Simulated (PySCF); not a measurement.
C₃H₈Si, SMILES C(=C/[SiH3])/C. Atoms are numbered in the order given.

```xyz
12

C      0.7368    -1.8395     0.0000
C     -0.6431    -1.2673     0.0000
C     -0.9628     0.0412     0.0000
Si     0.2573     1.4645     0.0000
H      0.8945    -2.4838     0.8824
H      0.8945    -2.4838    -0.8824
H      1.5185    -1.0640     0.0000
H     -1.4564    -2.0090     0.0000
H     -2.0321     0.2935     0.0000
H      1.1461     1.4430     1.2048
H     -0.4992     2.7521     0.0000
H      1.1461     1.4430    -1.2048
```

Geometry optimised at r2SCAN-D4/def2-SVP.

These are CAM-B3LYP/def2-TZVP (PySCF) values and carry that method's errors.

The molecule is in vacuum.

| Quantity | Value |
|---|---|
| total energy | -408.58062 hartree |
| point group | Cs |
| highest occupied level | -8.77 eV |
| lowest empty level | 0.66 eV |
| orbital gap | 9.43 eV |
| dipole moment | 1.22 D |
| quadrupole, principal values (traceless, Buckingham form, about the centre of nuclear charge) | -2.63, 0.49, 2.14 D·Å |
| mean static polarisability | 64.4 bohr³ (9.55 Å³) |
| polarisability, principal values | 50.5, 60.1, 82.7 bohr³ |
